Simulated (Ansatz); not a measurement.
Ansatz (an electronic-structure program) input:

Ansatz 0.2 input:
```yaml
crystal:
  periodic: [false, false, false]
  atoms:
    - {symbol: Zr, position_ang: [0.03250275, -0.07029494, -0.15570590]}
    - {symbol: O, position_ang: [-1.36755134, -1.07308822, 0.15021540]}
    - {symbol: F, position_ang: [-0.45315438, 1.79110751, -0.44991661]}
    - {symbol: F, position_ang: [1.52429891, -0.52482938, 1.00841802]}
basis:
  gaussian:
    orbitals: def2-SVPD
magnetization: {spin_polarized: false}
correlation: {method: ccsd_t, electrons: outside_noble_gas}
output: {forces: true}
```

### Question
Which total energy does the run end on?

### Answer
-320.96810 Eh (CCSD(T)/def2-SVPD). The basis has 103 functions. The run takes about 70 core-seconds (a rough figure).
